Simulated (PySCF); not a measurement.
C3H7S, doublet, geometry from GFN2-xTB; HF/6-31G (PySCF).

Input for PySCF:
```python
from pyscf import gto, scf

mol = gto.M(
    atom='''
C     1.333431   -1.051811    0.067840
C     0.026105   -0.359441    0.208596
C    -1.237205   -1.134688    0.089299
S     0.011941    1.340825   -0.167962
H     1.460684   -1.490001   -0.929288
H     1.405139   -1.865983    0.790537
H     2.153436   -0.357223    0.237283
H    -2.077281   -0.592706    0.525101
H    -1.489774   -1.349897   -0.956398
H    -1.131328   -2.088510    0.604595
H    -1.245913    1.566753    0.221157
''',
    basis='6-31g',
    charge=0,
    spin=1,
    verbose=4,
)

mf = scf.UHF(mol)
mf.kernel()
```

It wrote (shortened):

```
PySCF version 2.14.0

[INPUT] verbose = 4
[INPUT] num. atoms = 11
[INPUT] num. electrons = 41
[INPUT] charge = 0
[INPUT] spin (= nelec alpha-beta = 2S) = 1
[INPUT] symmetry False subgroup None
[INPUT] Mole.unit = angstrom
[INPUT] Symbol           X                Y                Z      unit          X                Y                Z       unit  Magmom
[INPUT]  1 C      1.333431000000  -1.051811000000   0.067840000000 AA    2.519819396005  -1.987634724805   0.128199020290 Bohr   0.0
[INPUT]  2 C      0.026105000000  -0.359441000000   0.208596000000 AA    0.049331300482  -0.679245047940   0.394189310680 Bohr   0.0
[INPUT]  3 C     -1.237205000000  -1.134688000000   0.089299000000 AA   -2.337978609943  -2.144249556830   0.168750653198 Bohr   0.0
[INPUT]  4 S      0.011941000000   1.340825000000  -0.167962000000 AA    0.022565219653   2.533792030970  -0.317402179334 Bohr   0.0
[INPUT]  5 H      1.460684000000  -1.490001000000  -0.929288000000 AA    2.760292714534  -2.815693815328  -1.756099810845 Bohr   0.0
[INPUT]  6 H      1.405139000000  -1.865983000000   0.790537000000 AA    2.655327876945  -3.526196823094   1.493898421335 Bohr   0.0
[INPUT]  7 H      2.153436000000  -0.357223000000   0.237283000000 AA    4.069404266779  -0.675053635396   0.448399884015 Bohr   0.0
[INPUT]  8 H     -2.077281000000  -0.592706000000   0.525101000000 AA   -3.925492173763  -1.120052012386   0.992297077735 Bohr   0.0
[INPUT]  9 H     -1.489774000000  -1.349897000000  -0.956398000000 AA   -2.815264847498  -2.550935626372  -1.807330286082 Bohr   0.0
[INPUT] 10 H     -1.131328000000  -2.088510000000   0.604595000000 AA   -2.137900077052  -3.946711908415   1.142518966281 Bohr   0.0
[INPUT] 11 H     -1.245913000000   1.566753000000   0.221157000000 AA   -2.354434345035   2.960734074841   0.417926160530 Bohr   0.0

nuclear repulsion = 161.278920664254
number of shells = 36
number of NR pGTOs = 140
number of NR cGTOs = 54
basis = 6-31g
ecp = {}

******** <class 'pyscf.scf.uhf.UHF'> ********
method = UHF
initial guess = minao
damping factor = 0
level_shift factor = 0
DIIS = <class 'pyscf.scf.diis.CDIIS'>
diis_start_cycle = 1
diis_space = 8
diis_damp = 0
SCF conv_tol = 1e-09
SCF conv_tol_grad = None
SCF max_cycles = 50
direct_scf = True
direct_scf_tol = 1e-13
number electrons alpha = 21  beta = 20
Set gradient conv threshold to 3.16228e-05
init E= -515.684801654956

cycle= 1 E= -515.005448344183  delta_E= 0.679  |g|= 0.228  |ddm|= 2.12
cycle= 2 E= -515.052470611707  delta_E= -0.047  |g|= 0.0829  |ddm|= 0.493
cycle= 3 E= -515.058769892249  delta_E= -0.0063  |g|= 0.0383  |ddm|= 0.166
cycle= 4 E= -515.060543711766  delta_E= -0.00177  |g|= 0.014  |ddm|= 0.0929
cycle= 5 E= -515.061011278533  delta_E= -0.000468  |g|= 0.00586  |ddm|= 0.0519
cycle= 6 E= -515.061099946861  delta_E= -8.87e-05  |g|= 0.00214  |ddm|= 0.0265
cycle= 7 E= -515.061110875984  delta_E= -1.09e-05  |g|= 0.000901  |ddm|= 0.0097
cycle= 8 E= -515.061112782451  delta_E= -1.91e-06  |g|= 0.000358  |ddm|= 0.00426
cycle= 9 E= -515.061113093458  delta_E= -3.11e-07  |g|= 0.000122  |ddm|= 0.00195
cycle= 10 E= -515.061113121663  delta_E= -2.82e-08  |g|= 5.18e-05  |ddm|= 0.000449
cycle= 11 E= -515.061113127066  delta_E= -5.4e-09  |g|= 1.95e-05  |ddm|= 0.000192
cycle= 12 E= -515.061113127995  delta_E= -9.29e-10  |g|= 8.14e-06  |ddm|= 8.44e-05
Extra cycle  E= -515.061113128105  delta_E= -1.1e-10  |g|= 5.35e-06  |ddm|= 2.2e-05
converged SCF energy = -515.061113128105  <S^2> = 0.76598621  2S+1 = 2.0159228
```
